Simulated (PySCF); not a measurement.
## Correlation energy of Si (silicon, neutral)

[Ne] 3s2 3p2, high-spin 3P determinant. Calculation: PySCF 2.14, in cc-pVTZ-DK (5s4p2d1f, 34 functions); the spin-free X2C one-electron Hamiltonian (Gaussian nucleus). Frozen: [Ne]; 4 electrons correlated.

MP2 pair energies summed by pair of shells (mhartree):

| pair | energy | share (%) |
| --- | --- | --- |
| 3s-3p | -34.05 | 60.7 |
| 3s-3s | -16.29 | 29.1 |
| 3p-3p | -5.71 | 10.2 |

Total MP2 correlation energy: -56.06 mhartree.

Same-spin part -9.78 and opposite-spin part -46.28 mhartree; SCS-MP2 scales them by 1/3 and 6/5 to -58.80 mhartree.

```json
{"level": "CCSD", "correlation energy (mhartree)": "-74.16"}
{"level": "(T)", "correlation energy (mhartree)": "-2.44"}
{"level": "CCSD(T)", "correlation energy (mhartree)": "-76.60"}
```

Diagnostics: T1 = 0.012, D1 = 0.0295, largest double amplitude 0.100.

Question: Is a single reference adequate?

Answer: Mostly. T1 lies below 0.03, but a double amplitude of this size points to a near-degeneracy that CCSD handles and MP2 describes poorly.
